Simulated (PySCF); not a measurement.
SCF from a fresh guess for triplet RhH₃, at the PBE0 minimum. PySCF input:

```python
from pyscf import gto, scf, dft
mol = gto.M(atom='''
Rh     0.000000    -0.000000    -0.026922
H      0.000000     0.000000     1.487162
H      1.459228    -0.000000     0.646783
H     -1.459228     0.000000     0.646783''',
    basis={'Rh': 'def2-TZVP', 'H': 'def2-TZVP'},
    ecp={'Rh': 'def2-TZVP'},
    charge=0, spin=2)
mf = dft.UKS(mol, xc='PBE0')
mf.grids.atom_grid = (50, 194)
aux = {'Rh': 'def2-universal-JKFIT', 'H': 'def2-universal-JKFIT'}
mf = mf.density_fit(auxbasis=aux)
mf.conv_tol = 1e-08
mf.diis_space = 10
mf.max_cycle = 60
mf.init_guess = 'minao'
mf.verbose = 4
mf.kernel()
```

Excerpt of the output (cycles alone):

```
init E= -103.611598394168
cycle= 1 E= -111.014428479617  delta_E= -7.4  |g|= 1.78  |ddm|= 2.95
cycle= 2 E= -99.9023336578877  delta_E= 11.1  |g|= 3.59  |ddm|= 9.31
cycle= 3 E= -111.779681478888  delta_E= -11.9  |g|= 0.977  |ddm|= 9.26
cycle= 4 E= -112.233531656821  delta_E= -0.454  |g|= 0.181  |ddm|= 0.792
cycle= 5 E= -112.248971148428  delta_E= -0.0154  |g|= 0.0945  |ddm|= 0.18
cycle= 6 E= -112.252774282212  delta_E= -0.0038  |g|= 0.0406  |ddm|= 0.0646
cycle= 7 E= -112.254160575821  delta_E= -0.00139  |g|= 0.0192  |ddm|= 0.0538
cycle= 8 E= -112.254442024565  delta_E= -0.000281  |g|= 0.00283  |ddm|= 0.0294
cycle= 9 E= -112.254450176634  delta_E= -8.15e-06  |g|= 0.000656  |ddm|= 0.0053
cycle= 10 E= -112.254450831012  delta_E= -6.54e-07  |g|= 0.000137  |ddm|= 0.00163
cycle= 11 E= -112.25445086794  delta_E= -3.69e-08  |g|= 8.41e-05  |ddm|= 0.000391
cycle= 12 E= -112.254450874197  delta_E= -6.26e-09  |g|= 1.62e-05  |ddm|= 0.000131
Extra cycle  E= -112.254450874407  delta_E= -2.1e-10  |g|= 2.57e-05  |ddm|= 3.31e-05
converged SCF energy = -112.254450874407  <S^2> = 2.0053392  2S+1 = 3.0035573
```

No lower solution of this spin was found from smeared starts or by a stability analysis within the unrestricted form.

Other spin states or occupations of the open shell can lie lower.

The search for the lowest solution, 3 starts and the stability check together, took 6.4 s on 2 threads of a shared Arm Neoverse V2 host, with 58 basis functions; the process peaked at 0.34 GiB.
